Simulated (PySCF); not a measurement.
A calculation to check before its numbers are used.

A core-ionisation job on C2H3F2GeN, SMILES `C#[C][Ge]([NH2])([F])[F]`. Theory: delta-SCF UKS SCAN, def2-TZVP on the ionised atom, pcseg-1 elsewhere, spin-free X2C in PySCF 2.14.0.

Driver input (Å, PBE0-D3(BJ)/def2-SVP geometry):

```
{"job": {"kind": "xps", "basis": "def2-TZVP"}, "charge": 0, "multiplicity": 1}
C      2.1825     1.2651    -0.1513
C      1.2548     0.5125     0.0668
Ge    -0.1969    -0.6296     0.3986
N     -1.6170    -0.2228    -0.6049
F      0.2294    -2.2723     0.1058
F     -0.5278    -0.6359     2.0969
H      3.0065     1.9300    -0.3448
H     -1.7954     0.7663    -0.7466
H     -2.4780    -0.7300    -0.4278
```

Output:

```
ground state, core basis on atom 0 (C), 129 functions
  cycle   1  E = -2426.35012304  |g| = 8.76e-01
  cycle   2  E = -2426.07916472  |g| = 1.53e+00
  cycle   3  E = -2426.49225457  |g| = 1.92e-01
  cycle   4  E = -2426.49964503  |g| = 5.66e-02
  cycle   5  E = -2426.49994638  |g| = 4.15e-02
  cycle   6  E = -2426.50037188  |g| = 1.23e-02
  cycle   7  E = -2426.50040665  |g| = 3.40e-03
  cycle   8  E = -2426.50040946  |g| = 7.15e-04
  cycle   9  E = -2426.50041076  |g| = 4.83e-04
  E(ground) = -2426.62858059 Eh
hole in C 1s of atom 0
  cycle   1  E = -2415.21719411  |g| = 1.46e+00
  cycle   2  E = -2411.20782146  |g| = 2.59e+00
  cycle   3  E = -2415.15875966  |g| = 1.11e+00
  cycle   4  E = -2415.48831192  |g| = 7.49e-01
  cycle   5  E = -2415.70680301  |g| = 3.66e-01
  cycle   6  E = -2415.76753133  |g| = 8.85e-02
  cycle   7  E = -2415.77182614  |g| = 3.43e-02
  cycle   8  E = -2415.77254854  |g| = 2.16e-02
  cycle   9  E = -2415.77293503  |g| = 1.13e-02
  cycle  10  E = -2415.77316448  |g| = 7.15e-03
  cycle  11  E = -2415.77334912  |g| = 6.42e-03
  cycle  12  E = -2415.77338422  |g| = 3.68e-03
  cycle  13  E = -2415.77339722  |g| = 1.06e-03
  cycle  14  E = -2415.77339920  |g| = 2.34e-04
  E(ion) = -2415.90081246 Eh   <S^2> = 0.8623   hole on atom = 1.000   binding energy = 291.917 eV
ground state, core basis on atom 1 (C), 129 functions
  cycle   1  E = -2426.50344243  |g| = 3.66e-02
  cycle   2  E = -2426.50100640  |g| = 1.02e-01
  cycle   3  E = -2426.50376791  |g| = 7.94e-03
  cycle   4  E = -2426.50378382  |g| = 3.51e-03
  cycle   5  E = -2426.50378265  |g| = 8.93e-04
  cycle   6  E = -2426.50378472  |g| = 2.76e-04
  E(ground) = -2426.63189324 Eh
hole in C 1s of atom 1
  cycle   1  E = -2415.22985655  |g| = 1.47e+00
  cycle   2  E = -2412.73346894  |g| = 2.11e+00
  cycle   3  E = -2415.29549145  |g| = 9.73e-01
  cycle   4  E = -2415.68683226  |g| = 4.51e-01
  cycle   5  E = -2415.73253137  |g| = 3.10e-01
  cycle   6  E = -2415.78054670  |g| = 9.12e-02
  cycle   7  E = -2415.78490407  |g| = 2.03e-02
  cycle   8  E = -2415.78537306  |g| = 1.17e-02
  cycle   9  E = -2415.78562433  |g| = 1.00e-02
  cycle  10  E = -2415.78586314  |g| = 6.36e-03
  cycle  11  E = -2415.78592003  |g| = 2.88e-03
  cycle  12  E = -2415.78592974  |g| = 2.80e-03
  cycle  13  E = -2415.78593500  |g| = 1.38e-03
  cycle  14  E = -2415.78593505  |g| = 2.01e-04
  E(ion) = -2415.91319818 Eh   <S^2> = 0.8554   hole on atom = 1.000   binding energy = 291.671 eV
ground state, core basis on atom 3 (N), 129 functions
  cycle   1  E = -2426.51195962  |g| = 2.63e-02
  cycle   2  E = -2426.51146720  |g| = 4.94e-02
  cycle   3  E = -2426.51204632  |g| = 1.68e-02
  cycle   4  E = -2426.51211647  |g| = 4.08e-03
  cycle   5  E = -2426.51211585  |g| = 1.52e-03
  cycle   6  E = -2426.51211852  |g| = 4.37e-04
  E(ground) = -2426.63800988 Eh
hole in N 1s of atom 3
  cycle   1  E = -2410.90411049  |g| = 1.80e+00
  cycle   2  E = -2410.20905677  |g| = 1.89e+00
  cycle   3  E = -2411.42248908  |g| = 6.10e-01
  cycle   4  E = -2411.44187169  |g| = 5.36e-01
  cycle   5  E = -2411.57107786  |g| = 1.54e-01
  cycle   6  E = -2411.58234742  |g| = 6.45e-02
  cycle   7  E = -2411.58396705  |g| = 1.87e-02
  cycle   8  E = -2411.58414502  |g| = 3.66e-03
  cycle   9  E = -2411.58415386  |g| = 2.04e-03
  cycle  10  E = -2411.58415468  |g| = 1.67e-03
  cycle  11  E = -2411.58415647  |g| = 2.94e-04
  E(ion) = -2411.70964929 Eh   <S^2> = 0.7640   hole on atom = 1.000   binding energy = 406.221 eV
ground state, core basis on atom 4 (F), 129 functions
  cycle   1  E = -2426.53648470  |g| = 6.76e-02
  cycle   2  E = -2426.53510146  |g| = 1.13e-01
  cycle   3  E = -2426.53693822  |g| = 1.86e-02
  cycle   4  E = -2426.53698084  |g| = 9.90e-03
  cycle   5  E = -2426.53700287  |g| = 2.86e-03
  cycle   6  E = -2426.53700232  |g| = 7.62e-04
  cycle   7  E = -2426.53700034  |g| = 1.74e-04
  E(ground) = -2426.66560090 Eh
hole in F 1s of atom 4
  cycle   1  E = -2400.20003334  |g| = 2.46e+00
  cycle   2  E = -2400.04709407  |g| = 1.91e+00
  cycle   3  E = -2400.87928789  |g| = 6.32e-01
  cycle   4  E = -2400.85402347  |g| = 6.28e-01
  cycle   5  E = -2401.06623620  |g| = 1.43e-01
  cycle   6  E = -2401.07662640  |g| = 4.87e-02
  cycle   7  E = -2401.07745509  |g| = 1.95e-02
  cycle   8  E = -2401.07762055  |g| = 5.00e-03
  cycle   9  E = -2401.07762591  |g| = 2.88e-03
  cycle  10  E = -2401.07763000  |g| = 7.34e-04
  cycle  11  E = -2401.07762883  |g| = 2.14e-04
  E(ion) = -2401.21364381 Eh   <S^2> = 0.7563   hole on atom = 1.000   binding energy = 692.583 eV
```

The program numbers atoms from 0. E(ground) and E(ion) are re-evaluated on a finer grid than the cycles, so they differ from the last cycles; that is no fault.

**Question.** Do all binding energies of this run deserve the same trust?

**Answer.** No. Every hole passed the driver's convergence checks (|g| < 5e-4, core orbital emptied to over 0.9), but ⟨S²⟩ is 0.862 for C1s on atom 0 and 0.855 for C1s on atom 1, against 0.75 for a pure doublet, so the unrestricted ion state holds higher spin components.

**Question.** What would you do next?

**Answer.** Recompute such holes with a restricted open-shell or spin-projected scheme and compare; until then these binding energies are doubtful.
